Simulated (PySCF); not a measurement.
Structure elucidation problem

An unknown has the formula C$_{4}$H$_{13}$O$_{2}$PSi$_{2}$. Its calculated NMR data are:

¹H NMR (300 MHz, computed): δ 5.44 (m, 1H), 4.15 (m, 1H), 2.18 (s, 3H), 0.95 (m, 2H), 0.45 (d, 3H), 0.20 (d, 3H).

¹³C{¹H} NMR (computed): δ 179.8, 24.1, -4.2, -5.8.

[PySCF 2.14.0 with density-fitted response routines: GFN2-xTB structure; σ from GIAO-PBE0/pcSseg-1; one computed conformer; non-relativistic; one averaged value for each set of equivalent atoms; no solvent]

Referencing at the same level of theory: ¹H (σref 31.72) and ¹³C (σref 186.93) against TMS.

What is the structure?

## Answers


1. 4 carbon signals for 4 carbons: no two carbons are equivalent.
2. Carbon types of the structure: 1 × C, 3 × CH3, leaving 4 H on heteroatoms.
3. δC 179.8: carbonyl carbon.
4. δC 24.1: methyl carbon α to a carbonyl; α to the electron-withdrawing carbonyl group.
5. δC -4.2, -5.8: methyl carbon bonded to Si; an electropositive neighbour leaves it electron-rich and shielded.
6. δH 4.15: hydrogen on a silicon bonded to 2 C, Si.
7. δH 2.18: hydrogen on a methyl carbon α to a carbonyl; α to C=O.
8. δH 0.95: hydrogen on a phosphorus bonded to Si.
9. δH 0.45, 0.20: hydrogen on a methyl carbon bonded to Si; an electropositive neighbour shields it, as in TMS itself.

The compound is `CC(=O)O[Si@@H](P)[SiH](C)C`.

This is the structure that produced the data.

Splittings by ³¹P in the carbon and heteronuclear signals aren't shown, as no couplings were computed. Shifts are as computed. Against solution values, carbons near 30 ppm lie about +3 ppm off and those near 130 ppm about +5 ppm. Of 1211 compounds with measured shifts, 218 miss one by over three times the rms of a fit or turn the order of signals round; such compounds aren't used in these exercises. No couplings were computed; multiplicities are counted from neighbouring protons, with m where these are inequivalent, close in shift, in a saturated or five-membered ring or joined by F or P, and br s for small geminal =CH2 splittings.
